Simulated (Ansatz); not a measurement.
`[F][GeH]([Cl])[GeH3]` → `[Cl][GeH3]` + `[F][GeH]` at 500 K and 1 bar (germylene formation by 1,1-elimination).

Program: Ansatz. Geometries: PBE0-D4/def2-TZVP. ΔE: electronic, gas phase. CCSD(T)/CBS is the MP2 limit (def2-TZVPP, def2-QZVPP) plus CCSD(T) − MP2 in def2-TZVPP, frozen cores. For Ge outer-core shells are correlated without core-valence functions, which leaves a few kJ/mol of doubt a bond. Scalar relativity is left out up to krypton.

| species | CCSD(T)/CBS energy (Eh) | H − E (kJ/mol) | S (J/(mol·K)) |
| --- | --- | --- | --- |
| `[F][GeH]([Cl])[GeH3]` | -4714.27861 | 138.7 | 435.1 |
| `[Cl][GeH3]` | -2537.71925 | 89.2 | 296.4 |
| `[F][GeH]` | -2176.50038 | 39.0 | 274.7 |

H − E and S are ideal-gas, rigid-rotor, harmonic terms from PBE0-D4/def2-TZVP, for one conformer and one mirror image of each species. 1 Eh = 2625.50 kJ/mol, R = 8.31446 J/(mol·K).

Q: By hand: ΔE, ΔH, ΔS and ΔG.

A: ΔE = (-2537.71925) + (-2176.50038) − (-4714.27861) = 0.05898 Eh = 154.9 kJ/mol. Δ(H − E) = 89.2 + 39.0 − 138.7 = -10.5, so ΔH = 144.4 kJ/mol. ΔS = 296.4 + 274.7 − 435.1 = 136.0 J/(mol·K). ΔG = 144.4 − 500 × (136.0)/1000 = 76.4 kJ/mol.

Q: By hand: the equilibrium constant, and the temperature at which ΔG would vanish if ΔH and ΔS stayed fixed.

A: log₁₀ K = −ΔG/(RT ln 10) = -8.0. ΔG = 0 at ΔH/ΔS = 1062 K.

The number of gas molecules changes by +1, which sets the sign of ΔS. A doubt of 5 kJ/mol in ΔE shifts log₁₀ K by 0.5 here. Other conformers and mirror images would add mixing entropy, several J/(mol·K) or more a flexible species. These are equilibria of isolated gas molecules and say nothing of rates. Largest T1 diagnostic: 0.014 (customary marks: 0.02 for closed shells, 0.045 for open ones).
